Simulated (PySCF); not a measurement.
Computed IR spectrum (relative IR intensity) of a molecule C₃H₉NSi₂. Coordinates come from a B3LYP-D3(BJ)/def2-SVP optimisation. Other conformers were not sampled. All values below come from B3LYP-D3(BJ)/def2-SVP (PySCF). Frequencies are harmonic and unscaled.

Lines under 2 % of the strongest are left out, and lines within 2 cm⁻¹ are merged.

```tsv
ν (cm⁻¹)	relative intensity
347	15
354	9.6
391	9.5
564	6.6
627	9.2
710	2.2
718	29
736	9.8
745	9.2
767	16
807	30
883	100
899	83
935	79
938	54
969	34
1009	37
1197	53
1271	9.7
2144	13
2197	55
2210	58
2230	47
2238	30
3455	17
3577	13
```

Question: Identify the compound among the candidates.
(A) C#C[SiH2][C@@H](N)[SiH3]
(B) [SiH3][C@H]1C=C[SiH2]N1
(C) C#C[Si@@H](C)N[SiH3]
(D) [SiH3]C1=CCN[SiH2]1

Answer: C, C#C[Si@@H](C)N[SiH3]
